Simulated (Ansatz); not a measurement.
**Isomers**

Structures of CHBBr, doublet, relaxed at PBE0-D4/def2-TZVP (vibrations not checked; lower isomers may exist, and structures with a doubtful reference or unclear bonds are left out). Computed with Ansatz 0.2.0 (basis: def2-TZVPP); correlated methods freeze the cores; orbitals are unrestricted. Filled d shells of the heavier atoms are correlated. The def2 sets are not built for correlating such inner shells, so the correlated values are less sure here. B3LYP uses VWN-RPA correlation.

(1) Rank them by CCSD(T) energy, lowest first, and give each one's height above the lowest. Links in brackets join atoms within 1.22 times the sum of their covalent radii (1.1 for two metals). (To be estimated.)
A.
CHBBr ([CH][B][Br])
```
4
angstrom
C -0.4434 0.5668 -0.4810
B 0.2470 -0.3157 0.2679
Br 1.1872 -1.5174 1.2879
H -0.9908 1.2664 -1.0748
```
B.
a complex of CBBr + H
```
4
angstrom
C 1.2604 -2.0041 1.2882
B 0.6911 -0.7690 0.7727
Br -0.0244 0.7832 0.1247
H -2.1532 2.2788 -2.4309
```
C.
CHBBr ([BH]1[C][Br]1)
```
4
angstrom
B 0.2812 -0.1282 0.3284
C 0.3412 -0.6844 -1.0328
Br -1.1779 0.7935 -0.6814
H 0.5650 0.0384 1.4611
```

(2) Do PBE-D4, r2SCAN-D4, PBE0-D4, B3LYP-D4, wB97M-V, HF, MP2 give the same order? (A judgement: the text doesn't fix the answer.)

No T1 diagnostic of these runs exceeds 0.021. ⟨S²⟩ of the unrestricted Hartree–Fock references: 0.76 to 1.76 (a pure state has 0.75). The unrestricted reference is spin-contaminated, which hurts MP2 most.

For scale, one of the runs: CCSD(T)/def2-TZVPP, 124 basis functions, launched by `ansatz run in.yaml --threads 2 --pin off --events-out ev --progress --plain --max-ram 4352MiB`. Hardware: 2 CPU threads of an Arm Neoverse V2, shared host. Wall time 38 s; peak host memory 1.3 GiB.

## Answers

(1) Computed: A (0.000 eV), C (1.789 eV), B (5.013 eV). Heights count from the lowest.

(2) Computed: All do.
